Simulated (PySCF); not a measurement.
C₃H₉GeP.
SMILES with atom numbers: `[CH2:1]=[CH:2][CH2:3][GeH2:4][PH2:5]` (hydrogens: H6, H7 on C1; H8 on C2; H9, H10 on C3; H11, H12 on Ge4; H13, H14 on P5)

Structure used (PBE0-D3(BJ)/def2-SVP), in Å, numbered top down from 1:
```xyz
14
C3H9GeP angstrom
C     -2.1156   -0.8062   -0.4187
C     -1.0384   -0.9244    0.3625
C     -0.5822    0.0700    1.3732
Ge     0.9677    1.0987    0.7120
P      2.5516   -0.4275   -0.0489
H     -2.7852    0.0570   -0.3441
H     -2.3672   -1.5699   -1.1585
H     -0.4017   -1.8113    0.2428
H     -1.3770    0.7907    1.6213
H     -0.2631   -0.4220    2.3060
H      1.6025    1.9042    1.8655
H      0.5015    2.0666   -0.3951
H      1.8812   -0.6438   -1.2920
H      3.4126    0.5761   -0.5895
```

Computed with PBE0-D3(BJ)/def2-SVP geometry optimisation, gas phase (PySCF 2.14.0).

Take the most abundant isotopes and a rigid rotor. The values belong to one conformer with, in the numbering `[CH2:1]=[CH:2][CH2:3][GeH2:4][PH2:5]`, C1–C2–C3–Ge4 -104°, C2–C3–Ge4–P5 -51°, C3–Ge4–P5–H 79° and 173°.

**Question.** Give the principal moments of inertia and the rotational constants in cm⁻¹.

**Answer.** Ia = 146.99, Ib = 336.69, Ic = 436.29 u·Å²; 505379 MHz·u·Å²/I gives 3438, 1501 and 1158 MHz, that is A = 0.11468, B = 0.05007, C = 0.03864 cm⁻¹.

**Question.** Classify the top.

**Answer.** An asymmetric top: κ = (2 × 1501 − 3438 − 1158)/(3438 − 1158) = -0.70.

**Question.** Is it planar, by Δ = Ic − Ia − Ib?

**Answer.** Not planar: Δ = Ic − Ia − Ib = -47.40 u·Å². For a rigid frame Δ = −2 Σ m c², so Σ m c² = 23.70 u·Å² lies off the ab plane: 10.33 from hydrogen and 13.37 from heavier atoms. The atom farthest from that plane is 1.87 Å away.

**Question.** Give the other two planar moments, Paa and Pbb, and the rms extents of the mass along the axes.

**Answer.** Paa = Σ m a² = (Ib + Ic − Ia)/2 = 312.99 and Pbb = Σ m b² = (Ia + Ic − Ib)/2 = 123.30 u·Å². With the mass M = 149.97 u, the rms extents √(P/M) along a, b and c are 1.44, 0.91, 0.40 Å.

**Question.** Where do the levels up to J = 2 lie, in cm⁻¹?

**Answer.** Above 0(0,0):
J = 1: 1(0,1) 0.0887, 1(1,1) 0.1533, 1(1,0) 0.1648
J = 2: 2(0,2) 0.2647, 2(1,2) 0.3193, 2(1,1) 0.3536, 2(2,1) 0.5474, 2(2,0) 0.5488
Those of J = 1 are B + C, A + C and A + B.

**Question.** Which lines would a microwave search look for?

**Answer.** The dipole components are |μa| = 0.38 D, |μb| = 0.55 D, |μc| = 0.39 D. The squared components, which scale the intensities, stand as 0.47 : 1.00 : 0.49 (a : b : c). Some lines, for components of 0.1 D or more:

| type | branch | J(Ka,Kc) | MHz | lower level (cm⁻¹) |
| --- | --- | --- | --- | --- |
| a | Q | 1(1,0) ← 1(1,1) | 343 | 0.153 |
| a | Q | 4(2,2) ← 4(2,3) | 587 | 1.167 |
| c | Q | 1(1,1) ← 1(0,1) | 1937 | 0.089 |
| a | Q | 3(1,2) ← 3(1,3) | 2053 | 0.567 |
| b | Q | 3(2,1) ← 3(1,2) | 5529 | 0.636 |
| a | R | 2(1,1) ← 1(1,0) | 5661 | 0.165 |
| c | Q | 2(2,1) ← 2(1,1) | 5811 | 0.354 |
| a | R | 3(1,3) ← 2(1,2) | 7440 | 0.319 |
| b | Q | 4(2,3) ← 4(1,4) | 8105 | 0.897 |
| b | R | 3(1,3) ← 2(0,2) | 9076 | 0.265 |
| c | Q | 4(3,2) ← 4(2,2) | 10086 | 1.187 |
| a | R | 4(2,3) ← 3(2,2) | 10605 | 0.814 |
| b | Q | 4(3,2) ← 4(2,3) | 10673 | 1.167 |
| c | R | 3(1,2) ← 2(0,2) | 11128 | 0.265 |
| b | R | 2(2,1) ← 1(1,0) | 11473 | 0.165 |
| b | R | 2(2,0) ← 1(1,1) | 11857 | 0.153 |
| c | R | 4(1,3) ← 3(0,3) | 14542 | 0.525 |
| b | Q | 4(4,0) ← 4(3,1) | 14670 | 1.524 |
| c | R | 4(2,3) ← 3(1,3) | 17983 | 0.567 |
| c | R | 3(3,0) ← 2(2,0) | 18506 | 0.549 |
| b | R | 3(3,0) ← 2(2,1) | 18548 | 0.547 |
| b | R | 4(2,2) ← 3(1,3) | 18570 | 0.567 |
| b | R | 4(3,2) ← 3(2,1) | 21075 | 0.820 |
| c | R | 4(3,1) ← 3(2,1) | 21097 | 0.820 |
| b | R | 4(3,1) ← 3(2,2) | 21301 | 0.814 |
| b | R | 4(4,1) ← 3(3,0) | 25401 | 1.166 |
| c | R | 4(4,1) ← 3(3,1) | 25404 | 1.166 |

No PBE0-D3(BJ)/def2-SVP frequencies stand behind this structure, so it isn't proved a minimum. These are rigid-rotor constants of the computed structure; measured ground-state constants (B0) also hold zero-point vibration.
